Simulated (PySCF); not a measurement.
Quadrupolar nuclei of triethylarsine in NMR

Triethylarsine, C6H15As.
SMILES with atom numbers: `[CH3:1][CH2:2][As:3]([CH2:4][CH3:5])[CH2:6][CH3:7]` (hydrogens: H8, H9, H10 on C1; H11, H12 on C2; H13, H14 on C4; H15, H16, H17 on C5; H18, H19 on C6; H20, H21, H22 on C7)

Geometry (PBE0-D3(BJ)/def2-SVP, Å), atoms numbered from 1 in this order:
```
atom  x, y, z in Å
C1    -1.8338    1.8304    0.1379
C2    -0.3740    1.6844   -0.2595
As3    0.5551    0.1883    0.6403
C4    -0.3366   -1.3135   -0.2955
C5    -1.4818   -1.9302    0.4932
C6     2.1751    0.2491   -0.4920
C7     3.2019   -0.8086   -0.1233
H8    -2.2890    2.7194   -0.3277
H9    -1.9492    1.9319    1.2288
H10   -2.4300    0.9597   -0.1770
H11   -0.2723    1.5498   -1.3498
H12    0.1902    2.5940    0.0058
H13   -0.6706   -0.9615   -1.2863
H14    0.4473   -2.0678   -0.4753
H15   -1.1373   -2.3024    1.4707
H16   -2.2854   -1.2038    0.6907
H17   -1.9321   -2.7787   -0.0474
H18    1.8668    0.1559   -1.5472
H19    2.5987    1.2597   -0.3707
H20    3.5296   -0.7043    0.9230
H21    4.0975   -0.7402   -0.7617
H22    2.7996   -1.8279   -0.2395
```

Computed at PBE0/pcSseg-1 (PySCF, non-relativistic):

```tsv
atom	environment	nucleus	spin I	Q (b)	CQ = χzz (MHz)	η
As3	arsenic bonded to 3 C	75As	3/2	0.314	-198.59	0.007
```

Recover the principal values of the field gradient from CQ = 234.96 MHz × Q × Vzz, η = (Vxx − Vyy)/Vzz and a zero trace.

Vxx = −Vzz(1 − η)/2 and Vyy = −Vzz(1 + η)/2, in au:

```
atom  Vxx (au)  Vyy (au)  Vzz (au)  Vzz (10²¹ V/m²)
 As3     1.336     1.356    -2.692           -26.16
```

At 14.1 T, set νQ = 3|CQ|/[2I(2I − 1)] beside the Larmor frequency (|g| × 7.62259 MHz/T × B; g(75As) = 0.95965), and give PQ = |CQ|√(1 + η²/3).

```json
{"atom": "As3", "PQ (MHz)": "198.6", "νQ (MHz)": "99.29", "ν0 (MHz)": "103.14", "νQ/ν0": "0.963"}
```

For As3: PQ = 198.6 × 1.0000, νQ = 198.6 × 0.5000, ν0 = 7.3150 MHz/T × 14.1 T.

For As3 νQ isn't small against ν0, so the high-field expansions of solid-state NMR fail there at this field.

Take a correlation time of 3 ps, isotropic tumbling and extreme narrowing. What quadrupolar relaxation rates and linewidths follow?

Rate = (3π²/10) PQ² τc (2I + 3)/[I²(2I − 1)], the same for T1 and T2; width = rate/π.

```csv
site,spin factor (2I + 3)/[I²(2I − 1)],1/T1 (s⁻¹),T1 (ms),linewidth (Hz)
75As at As3,1.333,467000,0.00214,149000
```

Isolated species at its PBE0-D3(BJ)/def2-SVP geometry (one conformer only). The calculation is non-relativistic, for arsenic too. The small basis limits the accuracy of the gradients.
